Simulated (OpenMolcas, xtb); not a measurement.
## C2HBF2 (SMILES C#CB(F)F): methods side by side

C2HBF2 has 6 atoms, charge 0, and is taken as a singlet. As SMILES, `C#CB(F)F`. The shape is that of a PBE0-D4/def2-TZVP optimisation.

```xyz
6

C    -0.8837    0.4508    1.2534
C    -0.2186    0.1062    0.3117
B     0.6220   -0.3292   -0.8784
F     0.1536   -1.1795   -1.7666
F     1.8417    0.1317   -1.0541
H    -1.4730    0.7560    2.0879
```

Each level gives the energy change with the C2–B3 bond stretched from 1.521 to 2.281 Å (eV). The values are calculated.

```csv
level,kind,program,value (eV),less CCSD(T)/def2-SVPD,CPU time (all runs)
GFN-FF,force field,xtb,3.65,+0.67,under 2 s
HF/def2-SVPD (restricted),Hartree–Fock,OpenMolcas,3.36,+0.38,29 s
SVWN5/def2-SVPD (restricted),LDA,OpenMolcas,3.14,+0.16,57 s
BLYP/def2-SVPD (restricted),GGA,OpenMolcas,2.85,-0.13,78 s
TPSS/def2-SVPD (restricted),meta-GGA,OpenMolcas,2.96,-0.02,1.8 min
M06-2X/def2-SVPD (restricted),hybrid meta-GGA,OpenMolcas,3.11,+0.13,93 s
B2PLYP/def2-SVPD (restricted),double hybrid,OpenMolcas,3.10,+0.12,74 s
MP2/def2-SVPD (restricted),perturbation theory,OpenMolcas,3.11,+0.13,28 s
CCSD(T)/def2-SVPD (Cholesky decomposition) (restricted),coupled cluster or CI,OpenMolcas,2.98,0.00,27 min
```

Differences are taken from CCSD(T)/def2-SVPD (Cholesky decomposition) (restricted) for orientation; it has basis-set and higher-order errors of its own. The first shape isn't each level's own minimum. The values span 2.85 to 3.65 eV. Times are those of the runs behind each value, whatever else they computed, on shared processors of several kinds: orders of magnitude only.
